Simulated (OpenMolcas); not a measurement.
Mo4+ among 4 point charges of -2.5 e arranged as a square (D4h), 2.25 Å from the ion.

```json
{
 "Program": "OpenMolcas 26.06",
 "Method": "SS-CASPT2, IPEA 0.25 Eh, imaginary shift 0.1 Eh (closed shells correlated: 4s 4p)",
 "Basis": "ANO-RCC-VTZP [7s6p4d2f1g]",
 "Scalar Hamiltonian": "DKH2, point nucleus",
 "Active space": "2 electrons in 5 orbitals (4d)",
 "State averaging": "2S+1 = 3 even, 10 roots; 2S+1 = 1 even, 15 roots",
 "Spin-orbit coupling": "state interaction with AMFI integrals over the reference wave functions"
}
```

(1) What is the spin-free ground state (labels of D4, the rotations of D4h)?

(2) Where is the first state of the same spin?

(3) What are the lowest two levels with spin-orbit coupling?

(4) What is χT at 300 K, and how does it compare with the textbook value?

## Answers

(1) 3E, 2-fold in its orbital part, 68 % from free-ion F terms; it has the highest spin that d2 allows.

(2) 3A2 at 2470 cm-1 above the ground state.

(3) A 1-fold level A1, then a 1-fold level A2 670 cm-1 above it. Their leading multiplicities are 3 (98 %) and 3 (100 %).

(4) The lowest level has 2S+1 = 3, for which the spin-only value is χT = S(S+1) / 2 = 1.000 cm3 K/mol (g = 2). The computed 0.173 at 300 K differs by -0.827, through orbital momentum, spin-orbit coupling and any other state in reach.

An orbital doublet at a regular site is open to a Jahn-Teller distortion, which this geometry leaves out. Free-ion shares, where given, are those of the reference states; single-state CASPT2 does not remix them. This is an electrostatic model: the charges have no orbitals. No measured value stands beside these numbers.
